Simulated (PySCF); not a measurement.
C2H6BNO2, SMILES C=COB(N)O. Atoms are numbered in the order given.

```xyz
12

C      1.2344     0.5832    -1.7419
C      1.5436     0.2828    -0.4635
O      0.7052     0.2111     0.5961
B     -0.6377    -0.1814     0.5860
N     -1.1945    -0.9175    -0.4923
O     -1.3239     0.1894     1.7208
H      0.2076     0.8132    -2.0621
H      2.0395     0.6351    -2.4875
H      2.5917     0.0981    -0.1650
H     -2.1405    -1.2918    -0.5048
H     -0.6234    -1.2037    -1.2873
H     -2.2434    -0.1219     1.7191
```

Geometry: PBE-D3(BJ)/def2-SVP. This is a generated structure with no PubChem entry under its InChIKey; it may be hypothetical. One conformer was computed; it need not be the lowest.

All values below come from B3LYP/pcSseg-1 (PySCF).

GIAO shieldings, no solvent; atoms listed in one row are averaged. δ = σ(ref) − σ: ¹³C against TMS (σ = 181.3 ppm); ¹⁷O against H2O (σ = 333.8 ppm); ¹¹B against BF3 (σ = 86.3 ppm); ¹⁵N against NH3 (σ = 265.5 ppm); ¹H against TMS (σ = 31.68 ppm), references at their B3LYP-D3(BJ)/def2-TZVP geometries, non-relativistic.

```tsv
nucleus	atoms	count	δ (ppm)
¹³C	C2	1	163.9
¹³C	C1	1	101.9
¹⁷O	O3	1	172.4
¹⁷O	O6	1	95.3
¹¹B	B4	1	9.5
¹⁵N	N5	1	56.0
¹H	H9	1	7.02
¹H	H7	1	5.07
¹H	H8	1	4.86
¹H	H11	1	3.08
¹H	H12	1	2.95
¹H	H10	1	2.07
```
